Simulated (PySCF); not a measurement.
# Deuteron quadrupole couplings in `C#C[C@H](C)C[SiH2][SiH2]CF`

Species: C₆H₁₃FSi₂.
SMILES with atom numbers: `[CH:1]#[C:2][C@H:3]([CH3:4])[CH2:5][SiH2:6][SiH2:7][CH2:8][F:9]` (hydrogens: H10 on C1; H11 on C3; H12, H13, H14 on C4; H15, H16 on C5; H17, H18 on Si6; H19, H20 on Si7; H21, H22 on C8)

Cartesian coordinates in Å at the GFN2-xTB level; atoms count from 1:
```xyz
22
C6H13FSi2 angstrom
C     -3.189    2.210   -0.044
C     -2.328    1.384   -0.142
C     -1.302    0.358   -0.232
C     -1.911   -0.918   -0.814
C     -0.689    0.127    1.155
Si     0.710   -1.171    1.198
Si     2.174   -0.920   -0.585
C      3.074    0.771   -0.412
F      2.143    1.779   -0.231
H     -3.936    2.942    0.031
H     -0.519    0.726   -0.908
H     -2.642   -1.333   -0.123
H     -1.138   -1.663   -0.995
H     -2.414   -0.702   -1.755
H     -1.484   -0.158    1.849
H     -0.296    1.081    1.514
H      1.383   -1.026    2.500
H      0.128   -2.523    1.198
H      3.272   -1.893   -0.655
H      1.565   -0.903   -1.923
H      3.655    1.046   -1.295
H      3.734    0.807    0.458
```

Level: PBE0/pcSseg-1 (PySCF, non-relativistic); Q(2H) = 0.00286 b; rigid geometry, the same for H and D, with no vibrational averaging.

Question: Rank these positions by the coupling χzz of a deuteron there, largest first.
A. H14 (methyl hydrogen)
B. H16 (methylene hydrogen)
C. H11 (methine hydrogen)
D. H17 (Si–H hydrogen)
E. H10 (alkyne hydrogen)
F. H22 (methylene hydrogen)

Answer: E (267 kHz), A (209 kHz), B (205 kHz), F (200 kHz), C (193 kHz), D (106 kHz).

Question: Tabulate Vzz, the asymmetry η and χzz = 234.96 MHz × Q × Vzz for every hydrogen position.

Answer: 
```csv
atom,bonded to,bond length (Å),Vzz (au),η,χzz (kHz)
H10,C1,1.049,0.3980,0.00,267
H11,C3,1.098,0.2875,0.03,193
H12,C4,1.088,0.3116,0.03,209
H13,C4,1.088,0.3135,0.04,211
H14,C4,1.088,0.3117,0.03,209
H15,C5,1.093,0.3071,0.04,206
H16,C5,1.092,0.3048,0.04,205
H17,Si6,1.473,0.1583,0.01,106
H18,Si6,1.472,0.1591,0.01,107
H19,Si7,1.469,0.1608,0.02,108
H20,Si7,1.471,0.1592,0.01,107
H21,C8,1.092,0.3001,0.10,202
H22,C8,1.093,0.2974,0.09,200
```

Question: Average by the element that carries the hydrogen.

Answer: on C: 211 kHz over 9 positions, mean bond length 1.087 Å; on Si: 107 kHz over 4 positions, mean bond length 1.471 Å.

Question: How does χzz go with the bond length over the 9 C–H bonds?

Answer: A straight-line fit has a slope of -14.9 kHz for each 0.01 Å, with a correlation coefficient of -1.00, over lengths from 1.049 to 1.098 Å. The longer bonds have the smaller couplings here.

Question: Give the 2H NMR doublet splittings at H11 for a magnetic field along the z, y and x axes of the gradient: 3χ/2, 3χ(1 + η)/4, 3χ(1 − η)/4.

Answer: With |χ| = 193.2 kHz and η = 0.026: 290, 149 and 141 kHz, to first order and without motion.

One conformer (not necessarily the lowest) at the GFN2-xTB geometry, without solvent, vibrations or thermal averaging. GFN2-xTB bond lengths can be off by several hundredths of an ångström, more for odd bonds, and the gradients follow them. The small basis limits the accuracy of the gradients.
